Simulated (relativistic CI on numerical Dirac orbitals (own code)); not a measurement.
**How well does a small relativistic CI reproduce Mn II?**

Computed by Dirac-Coulomb-Breit CI, orbitals from a KLI potential per configuration, model QED (radiative potential, 1s self-energy scaled to tabulated hydrogen-like ionisation energies), valence Slater integrals scaled by 0.85, configuration energies shifted to the measured levels that pair with them (semi-empirical) (own radial code, finite nucleus).

Configuration list (outside the closed core [Ar]): 3d5 4s, 3d6, 3d5 4p, 3d4 4s2, 3d5 4d, 3d5 4f, 3d5 5s, 3d4 4s 4p, 3d5 5p, 3d3 4s 4p2, 3d5 6s, 3d4 4p2, 3d5 5d, 3d5 6p, 3d5 5g, 3d5 5f, 3d5 6d, 3d5 6g, 3d4 4s 5p, 3d3 4s2 4p, 3d4 4s 5s, 3d4 4s 6s, 3d4 4s 5d, 3d4 4s 4d, 3d4 4s 6p, 3d4 4p 4d, 3d4 4s 5f. Levels of other configurations are missing.

```
Configuration  Term (tabulated)  J  Measured (cm⁻¹)  Computed  Error  Purity (%)
       3d5 4s              a 7S  3              0.0         0      0          99
       3d5 4s              a 5S  2           9473.0      9918    445          97
          3d6              a 5D  4          14325.9     14368     43          98
          3d6              a 5D  3          14593.8     14610     16          98
          3d6              a 5D  2          14781.2     14781      0          98
          3d6              a 5D  1          14901.2     14891    -10          98
          3d6              a 5D  0          14959.8     14945    -15          98
       3d5 4s              a 5G  6          27547.2     27778    231          99
       3d5 4s              a 5G  5          27571.2     27803    232          99
       3d5 4s              a 5G  4          27583.6     27817    234          99
       3d5 4s              a 5G  3          27588.5     27824    236          99
       3d5 4s              a 5G  2          27589.3     27828    238          99
       3d5 4p             z 7P°  2          38366.2     38204   -162          99
       3d5 4p             z 7P°  3          38543.1     38353   -190          99
       3d5 4p             z 7P°  4          38806.7     38568   -239          99
       3d5 4p             z 5P°  3          43370.5     43585    215          97
       3d5 4p             z 5P°  2          43484.6     43667    182          98
       3d5 4p             z 5P°  1          43557.1     43719    162          98
```

Measured levels from NIST Handbook of Basic Atomic Spectroscopic Data (Sansonetti and Martin, J. Phys. Chem. Ref. Data 34, 1559 (2005)); pairs were made by configuration, J and term (by order where the table uses no LS term), so strongly mixed levels may be paired wrongly.

Mean error by configuration (cm⁻¹): 3d5 4s 269; 3d6 7; 3d5 4p -5. Over the excited levels the mean absolute error is 168 cm⁻¹ (17 of the 17 excited levels that our extract of the source holds in range could be paired), and the median relative error of those above 1,000 cm⁻¹ is 0.49 %, both after the shifts were fitted to these levels, so that a configuration with one level shows no error.

Transition probabilities of persistent lines. The last column rescales the computed rate by the cube of measured over computed energy:

| λ measured (Å) | Lower | Upper | A tabulated (s⁻¹) | A computed | A rescaled |
| --- | --- | --- | --- | --- | --- |
| 2576.10 air | 3d5 4s a 7S_3 | 3d5 4p z 7P°_4 | 2.82e+08 | 3.30e+08 | 3.36e+08 |
| 2593.72 air | 3d5 4s a 7S_3 | 3d5 4p z 7P°_3 | 2.77e+08 | 3.24e+08 | 3.29e+08 |
| 2605.68 air | 3d5 4s a 7S_3 | 3d5 4p z 7P°_2 | 2.72e+08 | 3.20e+08 | 3.25e+08 |
| 2933.05 air | 3d5 4s a 5S_2 | 3d5 4p z 5P°_1 | 1.94e+08 | 2.37e+08 | 2.43e+08 |
| 2939.31 air | 3d5 4s a 5S_2 | 3d5 4p z 5P°_2 | 1.95e+08 | 2.36e+08 | 2.41e+08 |
| 2949.20 air | 3d5 4s a 5S_2 | 3d5 4p z 5P°_3 | 1.94e+08 | 2.34e+08 | 2.39e+08 |
| 3441.99 air | 3d6 a 5D_4 | 3d5 4p z 5P°_3 | 3.60e+07 | 3.61e+07 | 3.55e+07 |

Configurations whose levels could be paired with our table of measured levels were shifted onto them, all but the ground configuration, by the median error of their levels; single terms can still be off by 1,000 to 2,000 cm⁻¹ or more, and rates follow the energies as ν³ (E1, M1) or ν⁵ (E2). The others borrow a shift and can be off by several thousand cm⁻¹ or more. The fine structure of a lone outer electron comes out too small, for d and f at times inverted, and misplaced configurations move strength between like terms. 17 of the 17 excited levels that our extract of the measured tables holds in this range could be paired (the sources list more); they are missed by 168 cm⁻¹ on average and 445 at most, after the shifts were fitted to these levels, and levels without a partner can miss by more.

Shifts applied (cm⁻¹): 3d5 4s 0; 3d6 -5815; 3d5 4p 1278.
